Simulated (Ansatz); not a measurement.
Two structures of GeH6SO, singlet, reached by relaxing down either side of one saddle point (PBE0-D4/def2-TZVP). Energies are electronic, without zero-point energy. Program: Ansatz 0.2.0. Basis: def2-TZVPP and def2-QZVPP. Cores are frozen in the correlated methods. Filled d shells of the heavier atoms are correlated. The def2 sets are not built for correlating such inner shells, so the correlated values are less sure here. Extrapolation: Hartree–Fock as exp(−7.88 √X), correlation as X^−2.97. First:

Ge1  (-1.276, -0.491, 0.318)
O2  (0.160, 0.162, 1.170)
H3  (-0.711, -1.592, -0.581)
H4  (-2.257, -1.050, 1.365)
H5  (-1.947, 0.629, -0.495)
H6  (1.491, 0.760, -0.382)
S7  (1.964, 0.976, -1.627)
H8  (-0.070, 0.784, 1.864)
H9  (2.646, -0.179, -1.633)
(Å)

Second:

```json
{"atom": "Ge1", "x (Å)": "-0.9398", "y (Å)": "-0.6034", "z (Å)": "-0.7601"}
{"atom": "O2", "x (Å)": "0.5826", "y (Å)": "0.9098", "z (Å)": "1.9686"}
{"atom": "H3", "x (Å)": "-1.4457", "y (Å)": "-1.4416", "z (Å)": "-1.9450"}
{"atom": "H4", "x (Å)": "-0.8196", "y (Å)": "-1.4633", "z (Å)": "0.5003"}
{"atom": "H5", "x (Å)": "-1.8316", "y (Å)": "0.6208", "z (Å)": "-0.5434"}
{"atom": "H6", "x (Å)": "1.0329", "y (Å)": "0.8173", "z (Å)": "1.1186"}
{"atom": "S7", "x (Å)": "1.0645", "y (Å)": "0.2493", "z (Å)": "-1.2849"}
{"atom": "H8", "x (Å)": "0.6516", "y (Å)": "1.8411", "z (Å)": "2.1886"}
{"atom": "H9", "x (Å)": "1.7052", "y (Å)": "-0.9302", "z (Å)": "-1.2427"}
```

Question: Which bonds change from the first to the second?

Answer: GeH₄O ([OH][GeH3]) + H₂S → GeH₄S ([SH][GeH3]) + H₂O; bonds formed: Ge1–S7, O2–H6; bonds broken: Ge1–O2, H6–S7.

Question: Give the saddle point's structure and its height above each. (An estimate is asked for; the value comes from the calculation.)

Answer: Computed: 114.8 kJ/mol above the first and 143.5 kJ/mol above the second (CCSD(T) at an estimated basis limit (MP2 extrapolated from triple and quadruple zeta, plus CCSD(T) − MP2 in triple zeta)).
Ge1  (-0.899, -0.398, -0.104)
O2  (0.476, 0.253, 1.169)
H3  (-0.530, -1.712, -0.789)
H4  (-1.769, -0.772, 1.138)
H5  (-1.702, 0.662, -0.862)
H6  (1.054, 0.722, 0.391)
S7  (1.193, 0.738, -1.419)
H8  (0.173, 0.840, 1.875)
H9  (2.003, -0.332, -1.398)
(Å)

No T1 diagnostic of these runs exceeds 0.013.

Labels in which every atom is bracketed show which atoms are joined, not bond orders.

For scale, one of the runs: CCSD(T)/def2-TZVPP, 205 basis functions, launched by `ansatz run in.yaml --threads 4 --pin off --events-out ev --progress --plain --max-ram 9574MiB`. The run took 82 s on 4 CPU threads of an Arm Neoverse V1 (shared host), with 2.6 GiB of host memory at its peak.
